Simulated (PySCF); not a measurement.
Computed spin Hamiltonian

Species: C2H8NPSi (charge +1 and doublet state).
Structure used (GFN2-xTB), in Å, numbered top down from 1:
```xyz
13
C2H8NPSi angstrom
C      2.0261    0.5997    0.2622
N      1.3930   -0.1175   -0.7448
C      0.3375   -0.6911   -0.9498
Si    -1.1374   -0.9715    0.3709
P     -1.8804    1.1547    0.3875
H      2.9491    0.0789    0.5264
H      1.4047    0.7362    1.1553
H      2.3047    1.5784   -0.1370
H      0.1543   -1.1617   -1.9063
H     -1.8626   -2.1196   -0.1715
H     -0.4803   -1.2882    1.6382
H     -3.2260    0.8393    0.5387
H     -1.9872    1.3630   -0.9877
```

The hyperfine couplings belong to this conformer and change with its torsions.

The species is `C/N=C\[SiH2][PH2+]` [radical] (charge +1).

Computed, not measured: PySCF, UKS B3LYP, pcH-1 on C H N P Si, non-relativistic, mean-field spin-orbit, GIAO. Geometry: GFN2-xTB, one conformer, isolated ion. Couplings are sensitive to structure, and on GFN2-xTB geometries they can be far from those on DFT ones, by a factor of two or more for some ions and for spin on atoms past the first row. The SCF solution wasn't tested for stability.

* g1, g2, g3: 2.00187, 2.00317, 2.00537
* g_iso: 2.00347
* Form of g: rhombic: the two nearest values differ by 37 % of g3 − g1
* ⟨S²⟩: 0.7562 (exact 0.7500)
* HOMO–LUMO gap, α and β orbitals: 4.88, 1.96 eV

Hyperfine couplings atom by atom, in MHz; T1 to T3 are the principal values of the dipolar part:

```tsv
atom	isotope	a_iso	of which spin–orbit	T1	T2	T3	Mulliken spin population
C1	13C	11.7	0.0	-6.9	-6.1	12.9	-0.01
N2	14N	74.2	-0.1	-33.9	-26.9	60.8	0.65
C3	13C	-57.1	-0.1	-24.9	-7.3	32.3	0.01
Si4	29Si	-10.7	0.0	-49.7	24.1	25.6	0.15
P5	31P	-4.4	0.2	-14.0	-12.6	26.6	0.03
H6	1H	12.4	0.0	-6.5	-4.9	11.3	0.00
H7	1H	158.1	0.0	-6.2	-0.6	6.8	0.07
H8	1H	39.2	0.0	-6.8	-5.8	12.6	0.01
H9	1H	225.4	0.0	-9.6	-7.1	16.7	0.08
H10	1H	1.4	0.0	-3.5	-0.5	4.0	0.00
H11	1H	3.3	0.0	-3.5	0.0	3.5	0.00
H12	1H	12.4	0.0	-1.9	0.4	1.5	0.00
H13	1H	6.1	0.0	-1.9	-0.5	2.4	0.00
```

The Mulliken spin populations are largest on N2 (+0.65), Si4 (+0.15), H9 (+0.08) and H7 (+0.07).

The SMILES `C/N=C\[SiH2][PH2+]` draws the unpaired electron on P5, whose computed spin population is only +0.03.

Axes: g1 points within 7° of the N2–C3 bond.

Under fast tumbling the dipolar parts average out, and these isotropic splittings remain: 1 × 1H (H9, I = 1/2, 2 lines) with 8.04 mT, 1 × 14N (N2, I = 1, 3 lines) with 2.65 mT, 3 × 1H (H6/H7/H8, I = 1/2, 4 lines) with 2.49 mT, 2 × 1H (H12/H13, I = 1/2, 3 lines) with 0.33 mT, 1 × 31P (P5, I = 1/2, 2 lines) with 0.16 mT and 2 × 1H (H10/H11, I = 1/2, 3 lines) with 0.08 mT.

Class means assume fast exchange of nuclei equivalent by connectivity; if that motion is slow, each nucleus keeps its own coupling. The three 1H nuclei of mean +69.9 MHz run from 12.4 to 158.1 MHz in the frozen geometry. The 1H value of +9.2 MHz is a mean of couplings from 6.1 to 12.4 MHz in this one geometry, not an average over conformers.

The 29Si coupling of Si4 (-10.7 MHz) shows only in satellite lines or after enrichment, since that isotope makes up about 4.7 % of natural silicon.

The 13C coupling of C3 (-57.1 MHz) shows only in satellite lines or after enrichment, since that isotope makes up about 1.07 % of natural carbon.

Examples of negative spin density at the nucleus (bohr⁻³): C3 (-0.0507) and P5 (-0.0026).

The run took 39 s (with the writing of density and orbital grids) on Arm Neoverse V2, one thread, on a shared host, and the process peaked at 0.77 GiB of memory.
